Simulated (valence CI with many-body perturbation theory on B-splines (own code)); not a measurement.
**Level structure of Ar V**

Computed by valence CI with perturbative core correlation (CI+MBPT): four valence electrons over a frozen Dirac-Fock core [Ne], radial functions for each j: 11 s, 11 p, 10 d, 8 f, 5 g, 2 h, with the one-electron correlation potential Σ1 (screened to all orders), the two-electron term Σ2, the three-electron term Σ3, Breit, model QED; selected single and double excitations, second order for the rest, scaled by the run's own slope (own B-spline code, finite nucleus).

Set against measurement, 36 paired levels are off by 108 cm⁻¹ on average, the worst by 350. These come from a selection out of Saloman, J. Phys. Chem. Ref. Data 39, 033101 (2010). Levels without a partner in it may be off by more. Among the levels kept, up to 930 cm⁻¹ of a level comes from second order outside the variational space, and about a tenth of that is noise between levels of different J, which matters for small intervals. 7 measured levels below the end of the list, from 252141 cm⁻¹ on, found no clear computed partner, and computed levels of the same name lie up to 12927 cm⁻¹ from them.

Levels 136 to 180 of 187, with energies above the lowest level, 3s²3p² ³P_0. "Leading %" is the weight of the configuration and term that name the level; weights of strongly mixed levels are sums over their largest components and can fall short. In the jj column 3d3/2^4 stands for four electrons in 3d with j = 3/2. Lifetimes count E1, E2, E3, M1 and M2 decay at the calculated energies, and are blank where another channel may lead or the interval is too uncertain; long ones can be off by a factor of two.

```csv
No.,Configuration,Term,J,E (cm⁻¹),Leading %,Leading jj,Lifetime
136,3s²3p4f,³D,2,433100,74,3s^2 3p1/2 4f5/2 (35 %),48.2 ps
137,3s²3p5s,³P°,2,433600,93,3s^2 3p3/2 5s (93 %),150 ps
138,3s²3p4f,³D,1,433820,88,3s^2 3p3/2 4f5/2 (88 %),54.0 ps
139,3s3p²4s,¹D,2,434240,39,3s 3p1/2 3p3/2 4s (26 %),41.9 ps
140,3s²3p4f,¹F,3,434420,55,3s^2 3p3/2 4f7/2 (46 %),36.0 ps
141,3s3p²4p,⁵D°,0,434710,96,3s 3p1/2^2 4p1/2 (39 %),259 ps
142,3s²3p5s,¹P°,1,434770,79,3s^2 3p3/2 5s (85 %),108 ps
143,3s3p²4p,⁵D°,1,434950,94,3s 3p1/2 3p3/2 4p1/2 (39 %),249 ps
144,3s3p²4p,⁵D°,2,435410,96,3s 3p1/2 3p3/2 4p1/2 (44 %),259 ps
145,3s²3p4f,³F,2,435620,50,3s^2 3p3/2 4f5/2 (42 %),32.8 ps
146,3s²3p4f,³F,4,435750,56,3s^2 3p3/2 4f7/2 (42 %),31.3 ps
147,3s²3p4f,³F,3,435750,54,3s^2 3p3/2 4f5/2 (35 %),31.7 ps
148,3s3p²4p,⁵D°,3,436110,96,3s 3p1/2 3p3/2 4p3/2 (59 %),258 ps
149,3s3p²4p,⁵D°,4,437050,96,3s 3p3/2^2 4p3/2 (62 %),257 ps
150,3p³3d,³F°,2,437240,68,3p1/2 3p3/2^2 3d3/2 (27 %),867 ps
151,3s²3d²,³P,0,437240,70,3s^2 3d3/2^2 (42 %),26.7 ps
152,3s²3d²,³P,1,437290,70,3s^2 3d3/2 3d5/2 (70 %),26.8 ps
153,3s²3d²,³P,2,437360,67,3s^2 3d3/2 3d5/2 (37 %),27.5 ps
154,3p³3d,³F°,3,437550,68,3p1/2 3p3/2^2 3d3/2 (29 %),858 ps
155,3s3p²4s,¹D,2,437880,29,3s 3p1/2 3p3/2 4s (19 %),55.0 ps
156,3p³3d,³F°,4,437980,69,3p1/2 3p3/2^2 3d5/2 (54 %),869 ps
157,3p³3d,³D°,2,439650,71,3p1/2 3p3/2^2 3d3/2 (34 %),410 ps
158,3p³3d,³D°,3,439650,71,3p1/2 3p3/2^2 3d5/2 (46 %),395 ps
159,3p³3d,³D°,1,439690,71,3p1/2 3p3/2^2 3d5/2 (31 %),423 ps
160,3s3p²4p,⁵P°,1,440090,96,3s 3p1/2 3p3/2 4p1/2 (42 %),290 ps
161,3s3p²4p,⁵P°,2,440370,91,3s 3p1/2 3p3/2 4p3/2 (34 %),291 ps
162,3s3p²4p,⁵P°,3,441130,94,3s 3p1/2 3p3/2 4p3/2 (41 %),285 ps
163,3s3p²4p,⁵S°,2,443070,92,3s 3p3/2^2 4p1/2 (28 %),339 ps
164,3s3p²4p,³D°,1,443260,91,3s 3p1/2 3p3/2 4p3/2 (46 %),184 ps
165,3s3p²4p,³D°,2,443830,91,3s 3p1/2 3p3/2 4p3/2 (47 %),186 ps
166,3s3p²4p,³D°,3,444750,90,3s 3p3/2^2 4p3/2 (45 %),188 ps
167,3p³3d,⁵D°,0,445690,96,3p1/2 3p3/2^2 3d3/2 (53 %),104 ps
168,3p³3d,⁵D°,1,445710,96,3p1/2 3p3/2^2 3d3/2 (47 %),104 ps
169,3p³3d,⁵D°,2,445730,96,3p1/2 3p3/2^2 3d3/2 (38 %),105 ps
170,3p³3d,⁵D°,3,445770,96,3p1/2 3p3/2^2 3d5/2 (35 %),105 ps
171,3p³3d,⁵D°,4,445800,96,3p1/2 3p3/2^2 3d5/2 (52 %),106 ps
172,3s²3p4f,¹G,4,446180,45,3s^2 3d3/2 3d5/2 (28 %),34.5 ps
173,3s²3d²,¹D,2,447390,32,3s^2 3p3/2 4f7/2 (16 %),29.5 ps
174,3s²3p5p,¹P,1,447820,80,3s^2 3p1/2 5p1/2 (45 %),241 ps
175,3p³3d,³G°,3,448010,66,3p1/2 3p3/2^2 3d3/2 (29 %),780 ps
176,3p³3d,³G°,4,448160,67,3p1/2 3p3/2^2 3d3/2 (32 %),778 ps
177,3p³3d,³G°,5,448340,67,3p1/2 3p3/2^2 3d5/2 (67 %),776 ps
178,3s3p²4p,³P°,0,449560,92,3s 3p1/2 3p3/2 4p3/2 (65 %),166 ps
179,3s3p²4p,³P°,1,449830,92,3s 3p1/2 3p3/2 4p3/2 (36 %),166 ps
180,3s²3p5p,³D,1,450130,78,3s^2 3p1/2 5p1/2 (41 %),380 ps
```

Names give the largest LS component (configuration and term), which can be under half, so a name can repeat, a term be missing and a line seem to break the LS rules; names also repeat where a configuration has a term twice.

Where two levels of one J and parity lie close, their mixing, g and order are uncertain.
